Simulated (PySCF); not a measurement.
# Reading the logs of faulty runs: B2H2NO

These are calculations, not measurements. They come from PySCF 2.14.0, an open-source quantum chemistry program, on an isolated molecule that a program drew, which may never have been made. The molecule is B2H2NO (charge 0, doublet), drawn as the SMILES string `[BH]OB=N`.

Each row is a Hartree-Fock (HF) and frozen-core CCSD(T) single point in the cc-pVDZ basis, meant for a local HF minimum. Run 1 is clean. Each other run has one planted mistake out of seven kinds, and not every kind appears here: one electron removed, one electron added, multiplicity raised by two, geometry at a saddle point, minimal basis STO-3G, one bond length entered in bohr, all coordinates scaled. The reference is restricted for singlets and unrestricted otherwise, and also for a bond in bohr. Adding or removing an electron swaps singlet and doublet. Electrons count all cores. HOMO and LUMO are orbital energies over both spins, the gradient is its largest component, and the lowest frequency (negative if imaginary) is given only where the gradient is small. Bond lengths are over the 5 bonds as drawn. T1 is the CCSD diagnostic: over 0.02 (restricted) or 0.045 (unrestricted) a single reference is doubtful.

Geometry of the clean run:
```xyz
6
B2H2NO, angstrom
B     0.5645    0.4784   -0.7555
O    -0.5237   -0.1655   -0.2823
B    -0.7659   -0.6929    0.9201
N    -1.0287   -1.1899    2.0099
H     0.5949    0.8861   -1.8828
H    -1.2235   -1.5833    2.8896
```

```
run,electrons,basis functions,<S^2>,HOMO (eV),LUMO (eV),gradient (hartree/bohr),lowest frequency (cm^-1),mean bond (Å),longest bond (Å),T1,HF (hartree),CCSD(T) (hartree),mistake
1,27,66,0.753,-9.58,2.39,1.7e-05,187,1.2187,1.350,0.0180,-179.87574,-180.38931,no fault
2,27,66,0.945,-10.55,1.75,2.6e-02,-,1.4321,2.266,0.0320,-179.79054,-180.30587,one bond length entered in bohr
3,27,22,0.753,-7.11,7.31,8.2e-02,-,1.2187,1.350,0.0236,-177.49374,-177.71146,minimal basis STO-3G
4,26,66,0.000,-16.27,-7.40,1.3e-01,-,1.2187,1.350,0.0275,-179.56261,-180.08704,one electron removed
5,27,66,3.763,-4.28,-2.41,2.6e-01,-,1.2187,1.350,0.0415,-179.66159,-180.15378,?
```

**Which mistake was planted in run 5, and what did it cost?**

Electrons, basis and geometry are unchanged, and <S^2> is 3.763, beside S(S+1) = 3.75 for a multiplicity of 4. So the mistake is: multiplicity raised by two. Subtracting run 1 and multiplying by 627.51 kcal/mol a hartree, the energy moved by 134.4 kcal/mol in HF and 147.8 kcal/mol in CCSD(T).

Cautions from the logs. Run 4: T1 is over the limit, so its CCSD(T) energy is less reliable.
